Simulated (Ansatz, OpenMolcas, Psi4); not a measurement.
**How methods differ on Ge2H6 (digermane)**

The species is Ge2H6 (8 atoms), meant as a singlet with charge 0. As SMILES, `[GeH3][GeH3]`. The shape is that of a PBE0-D4/def2-TZVP optimisation.

| atom | x (Å) | y (Å) | z (Å) |
| --- | --- | --- | --- |
| Ge | -0.5692 | 0.2819 | -1.0299 |
| Ge | 0.5692 | -0.2819 | 1.0299 |
| H | -0.3605 | -0.8252 | -2.0758 |
| H | -2.0775 | 0.4423 | -0.7801 |
| H | -0.0232 | 1.6020 | -1.5979 |
| H | 0.3674 | 0.8291 | 2.0731 |
| H | 2.0763 | -0.4505 | 0.7785 |
| H | 0.0175 | -1.5977 | 1.6022 |

Quantity: the electronic atomisation energy, in eV. The values are calculated. Electronic energies at fixed atoms, without zero-point motion or spin-orbit coupling.

| level | kind | program | value (eV) | CPU time (all runs) |
| --- | --- | --- | --- | --- |
| HF/6-31G* (spherical functions) | Hartree–Fock | OpenMolcas | 15.36 | 21 s |
| BLYP/6-31G* (spherical functions) | GGA | Psi4 | 20.00 | 50 s |
| revPBE/6-31G* (spherical functions) | GGA | Ansatz | 19.73 | 4.4 s |
| M06-2X/6-31G* (spherical functions) | hybrid meta-GGA | Psi4 | 19.89 | 20 s |
| r2SCAN0/6-31G* (spherical functions) | hybrid meta-GGA | Ansatz | 20.69 | 8.5 s |
| B3LYP/6-31G* (Cartesian functions) | global hybrid | OpenMolcas | 20.39 | 56 s |
| HSE06/6-31G* (spherical functions) | range-separated hybrid | Ansatz | 20.35 | 6.6 s |
| RPA@PBE0/6-31G* (spherical functions) | RPA | Ansatz | 18.19 | 7.2 s |

All-electron rows without a relativistic Hamiltonian named are non-relativistic. The values span 15.36 to 20.69 eV. Times are those of the runs behind each value, whatever else they computed, on shared processors of several kinds: orders of magnitude only.
